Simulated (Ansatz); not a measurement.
A further run on BeBr2.

```yaml
crystal:
  periodic: [false, false, false]
  atoms:
    - {symbol: Be, position_ang: [0.000314, 0.000180, 0.000005]}
    - {symbol: Br, position_ang: [-0.016651, -0.020499, 1.951877]}
    - {symbol: Br, position_ang: [0.016337, 0.020318, -1.951882]}
basis:
  gaussian: {orbitals: 6-31G}
hamiltonian: {xc: {name: B3LYP}}
scf: {omitted_lower_state_checks: [starts]}
output: {forces: true}
```

```sh
$ ansatz run in.yaml --threads 4 --pin off --events-out ev --progress --plain --max-ram 3916MiB
```

Output, abridged:

```
Functional definition: B3LYP
643 factors; integrals over basis functions are off by at most 3.0e-4 eV
mean field evaluation 1: about -140478.3340 eV, gradient 1.4e1 eV
mean field evaluation 2: about -140477.9574 eV, gradient 1.9e1 eV
mean field evaluation 4: about -140479.0976 eV, gradient 1.4e-1 eV
mean field evaluation 8: about -140479.0961 eV, gradient 7.8e-3 eV
mean field -140479.09605973 eV, -5162.5115600439 hartree, gradient 2.6e-5 eV, S^2 0.000000; 0 other end points of the search recorded, 0 dependent functions left out
reference -140479.09625937 eV, -5162.5115673805 hartree; 37, 37 occupied and 30, 30 virtual orbitals, 643 factors
Total energy: -140479.09625937 eV, -5162.5115673805 hartree
Atom 0 at     0.000314     0.000180     0.000005 Å, force    -0.000328    -0.000188    -0.000005 eV/Å
Atom 1 at    -0.016651    -0.020499     1.951877 Å, force    -0.001996    -0.002579     0.255663 eV/Å
Atom 2 at     0.016337     0.020318    -1.951882 Å, force     0.002324     0.002767    -0.255658 eV/Å
Dipole moment:     0.000240     0.000138     0.000003 e Å
Checks for a lower state left out: starts
```

It took 0.85 s on 4 threads of Arm Neoverse V1 on a shared host.

The 6-31G sets use Cartesian d functions. B3LYP takes the VWN-RPA correlation.
